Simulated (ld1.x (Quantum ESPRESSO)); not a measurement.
Logarithmic derivatives: Rb, TM semilocal

ld1.x (Quantum ESPRESSO) 7.5 input, shortened:

```
&input
   title='Rb', zed=37., rel=1, dft='PBE', iswitch=3,
   config='[Kr] 4d0 5s0.5 5p0'
 /
 &inputp
   pseudotype=1, tm=.true., lloc=2,
   nlcc=.true.
 /
3
4S  1  0   2.00   0.00  2.00  2.00  0.0
4P  2  1   6.00   0.00  2.45  2.45  0.0
4D  3  2   0.00   0.00  3.24  3.24  0.0
 &test
   configts(1)='4s2 4p6 4d0 5s0.5 5p0'
 /
```

Occupied shells without a wave of their own: 5s. They enter only through the test configuration that unscreens the potential, and ld1.x also counts them in the model core charge.

The phase is arctan(r·u′/u) with u = r·R(r), unwrapped; energies in Ry, scanned from -5 to 5 Ry. A pole is an energy at which the radial function vanishes at the test radius. The pseudo phase is shifted by a multiple of π to meet the all-electron one at the reference energy, and phase errors are pseudo minus all-electron; the curves can meet again beyond the range given. Levels narrower than the energy grid can be missing from the lists of poles.

Question: For each channel, where are the poles, and over which energies does the pseudopotential scatter like the atom?

Answer:

```tsv
channel	radius (bohr)	reference energy (Ry)	poles, all-electron	poles, pseudo	unbroken range about the reference energy with phases within 0.05 rad	phase error 1 Ry above the reference energy (rad)
s	3.52	-2.54	-2.52, 1.38	-2.52, 1.10	below -0.5	-0.002
p	3.52	-1.37	-1.29, 2.19	-1.29, 2.02	below 0.2	-0.006
d	3.52	-0.12	0.47, 3.77	0.49, 4.03	below 1.3	+0.013
```

ld1.x takes every shell without a wave as core, so the model core holds the 5s electrons as well and exchange and correlation see them twice. This cancels in the reference configuration, but the file is broken for other ones, and its errors say nothing about a proper core correction.

Phases in the p channel:

```tsv
E (Ry)	all-electron	pseudo
-5.00	1.436	1.436
-4.48	1.427	1.427
-3.96	1.417	1.417
-3.44	1.403	1.403
-2.92	1.384	1.384
-2.40	1.355	1.355
-1.88	1.292	1.291
-1.36	-1.338	-1.338
-0.84	-1.816	-1.817
-0.32	-1.975	-1.982
0.20	-2.463	-2.521
0.72	-4.033	-4.117
1.24	-4.507	-4.538
1.76	-4.648	-4.671
2.28	-4.724	-4.749
2.80	-4.785	-4.822
3.32	-4.857	-4.933
3.84	-4.985	-5.284
4.36	-5.470	-7.125
4.88	-7.236	-7.624
```
